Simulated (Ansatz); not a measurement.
Cost and result up the ladder for `CCCCCCCCCCO` (33 atoms). The state is a singlet with charge 0. Geometry: PBE0-D4/def2-SVP.

Ansatz on 4 threads of Arm Neoverse V2 on a shared host. Times are rough, and most runs start from the orbitals of an earlier one. r2SCAN0-D4/def2-TZVP serves as the yardstick here, not as an exact answer. Differences are given only for rows in sets of like size (and for xTB, whose basis is part of the method), since another set adds its own error. Binding counts from free atoms at the same level (C triplet, O triplet, H doublet; other spins of the atoms weren't run), without zero-point energy or a counterpoise term.

B3LYP takes the VWN-RPA correlation. Correlated methods freeze 11 core orbitals. The rows differ in basis, and correlated rows in double-zeta sets carry the largest basis error.

Correlated methods converge slowly with the basis, most of all in double-zeta sets.

```csv
level,functions,wall time,binding energy per atom (eV),difference from r2SCAN0-D4/def2-TZVP (eV)
HF/STO-3G,77,0.5 s,3.88,–
HF/6-31G,143,1.4 s,2.99,–
B3LYP-D4/6-31G,143,3.2 s,4.09,–
PBE-D4/def2-SVP,264,3.5 s,4.27,–
PBE0-D4/def2-SVP,264,6.5 s,4.23,–
MP2/def2-SVP,264,7 s,4.03,–
BLYP-D4/def2-TZVP,473,7.5 s,4.13,0.00
PBE-D4/def2-TZVP (with forces),473,9.5 s,4.23,0.11
r2SCAN-D4/def2-TZVP,473,13 s,4.16,0.04
r2SCAN0-D4/def2-TZVP,473,20 s,4.12,0.00
PBE0-D4/def2-TZVP (with forces),473,24 s,4.18,0.06
```
